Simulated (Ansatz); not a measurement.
Basis sets compared for HgMe2 (C₂H₆Hg). Total charge 0; singlet. Geometry PBE0-D4/def2-TZVP. Ansatz on 2 threads of Intel Xeon Platinum 8375C on a shared host; times are rough, and most runs start from earlier orbitals.

Cartesian coordinates in Å:
```
Hg 0.000 0.000 0.000
C -1.056 1.675 -0.685
H -1.218 2.385 0.129
H -2.029 1.378 -1.083
H -0.500 2.181 -1.477
C 1.056 -1.675 0.685
H 2.061 -1.391 1.002
H 1.143 -2.423 -0.106
H 0.542 -2.130 1.535
```

In the def2 sets Hg takes a core potential; there is no spin–orbit coupling.

Binding counts from free atoms (Hg singlet, C triplet, H doublet) in the same basis, without a counterpoise term.

| level | functions | energy (Eh) | HOMO (eV) | LUMO (eV) | binding per atom (eV) | wall time |
| --- | --- | --- | --- | --- | --- | --- |
| PBE-D4/def2-SVP | 90 | -233.1417 | -5.91 | -0.40 | 3.31 | 1.1 s |
| PBE-D4/def2-TZVP (with forces) | 141 | -233.2459 | -6.01 | -0.73 | 3.33 | 2.7 s |
| PBE0-D4/def2-SVP | 90 | -233.1215 | -7.01 | 0.28 | 3.29 | 1.3 s |
| PBE0-D4/def2-TZVP | 141 | -233.2225 | -7.07 | -0.10 | 3.30 | 2.4 s |

**Question.** Estimate the rows for PBE0-D4/def2-QZVPP.

**Answer.** 
```
             level  functions  energy (Eh)  HOMO (eV)  LUMO (eV)  binding per atom (eV)  wall time
PBE0-D4/def2-QZVPP        382    -233.2309      -7.07      -0.11                   3.31      6.5 s
```
